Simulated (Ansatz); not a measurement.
Born–Oppenheimer molecular dynamics of CH$_{4}$ClGa (7 atoms, charge 0, multiplicity 1). It starts at the highest image of a converged band. Of that band: A vibrational analysis at the climbing image gives 2 clearly imaginary modes (752i, 60i cm⁻¹): a point of higher order, so a lower path passes nearby.

Computed with Ansatz, RKS r2SCANh-D4/def2-SVP.

```json
{"ensemble": "NVE (velocity Verlet)", "time step": "0.5 fs", "steps asked": "200", "starting velocities drawn for": "300 K", "seed": "9872"}
```

First frame:

```xyz
7
Properties=species:S:1:pos:R:3
Ga -0.500 0.004 0.736
H 1.092 0.000 1.261
Cl 2.001 -0.005 -0.092
C -1.612 0.002 -0.894
H -2.218 -0.915 -0.936
H -2.297 0.863 -0.890
H -0.971 0.052 -1.785
```

Task: How far do the bonds stretch over the last three quarters of this one trajectory? (Pairs bonded in most of those frames.)

Result: 
```json
{"bond": "Ga1–C4", "mean (Å)": "2.013", "spread (Å)": "0.024", "shortest": "1.98", "longest": "2.05"}
{"bond": "H2–Cl3", "mean (Å)": "1.348", "spread (Å)": "0.069", "shortest": "1.22", "longest": "1.48"}
{"bond": "C4–H5", "mean (Å)": "1.105", "spread (Å)": "0.021", "shortest": "1.07", "longest": "1.14"}
{"bond": "C4–H6", "mean (Å)": "1.104", "spread (Å)": "0.011", "shortest": "1.08", "longest": "1.12"}
{"bond": "C4–H7", "mean (Å)": "1.104", "spread (Å)": "0.006", "shortest": "1.09", "longest": "1.11"}
```

Mean temperature of the second half: 467 K. The conserved energy stayed within 0.17 meV per atom of its start (net change -0.1 meV per atom), so the integration is sound. The kinetic energy rose, since the run started high on the potential surface and went downhill. It ends in pieces (CH3Ga + ClH), so much of that is their flight and rotation, not heat. A run of 0.1 ps of so small a system gives no equilibrium averages. The orbitals stay closed-shell, which can raise the energy where a bond breaks towards radicals; this wasn't checked here.

Time of the run: 11 min on 2 threads of Arm Neoverse V1 (shared host), peak memory 0.18 GiB.
